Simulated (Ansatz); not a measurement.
ClSr (SMILES [Cl][Sr]), doublet, geometry from GFN2-xTB (such geometries of metal compounds can be far from the true shape) (the spin is typed, not shown lowest) (core potentials on Sr), with bond 2-1 at 2.2 times its length; PBE0/def2-SV(P) (Ansatz, a program for electronic structure).

The Ansatz input:
Ansatz 0.2 input:
```yaml
crystal:
  periodic: [false, false, false]
  atoms:
    - {symbol: Sr, position_ang: [-0.00000000, -0.00000000, -0.76220135]}
    - {symbol: Cl, position_ang: [0.00000000, 0.00000000, 4.66287884]}
basis:
  gaussian:
    orbitals: def2-SV_P_.json
hamiltonian:
  xc: pbe0
magnetization: {spin_polarized: true, initial_magnetization: 1}
```
The basis file holds def2-SV(P) in the JSON format of the Basis Set Exchange.

What the program printed (banner, timings and long lists left out):

```
Functional definition: PBE0
384 factors; integrals over basis functions are off by at most 3.5e-4 eV
mean field evaluation 1: about -13345.7040 eV, gradient 1.6e1 eV
mean field evaluation 2: about -13110.6300 eV, gradient 6.4e1 eV
mean field evaluation 4: about -13347.6622 eV, gradient 3.6e0 eV
mean field evaluation 8: about -13347.6622 eV, gradient 3.6e0 eV
mean field evaluation 16: about -13348.1659 eV, gradient 7.1e-5 eV
mean field evaluation 32: about -13347.3990 eV, gradient 2.0e-6 eV
mean field evaluation 64: about -13348.0989 eV, gradient 2.7e-1 eV
mean field evaluation 96: about -13348.1659 eV, gradient 7.5e-6 eV
mean field -13348.16592240 eV, -490.5360499363 hartree, gradient 7.5e-6 eV, S^2 0.766396; 10 other end points of the search recorded, 0 dependent functions left out
reference -13348.16595221 eV, -490.5360510318 hartree; 14, 13 occupied and 27, 28 virtual orbitals, 384 factors
Total energy: -13348.16595221 eV, -490.5360510318 hartree
```
